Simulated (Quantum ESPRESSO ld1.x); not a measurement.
Values are calculated unless marked as measured or tabulated.
All-electron atom: K5+ in [Ne] 3s2 3p2. Level of theory: Dirac Kohn-Sham, PBE, spin-unpolarised, spherical densities, point nucleus; open shells fill j = l - 1/2 first (ld1.x of Quantum ESPRESSO 7.5).

Spin-orbit splittings of the eigenvalues, e(l+1/2) - e(l-1/2), with zeta = 2 splitting/(2l+1) and mean radii in bohr:

shell  occ.  splitting (eV)  zeta (eV)  <r> j=l-1/2  <r> j=l+1/2
2p        6           2.924      1.950       0.3468       0.3492
3p        2          0.3943     0.2629        1.193        1.198
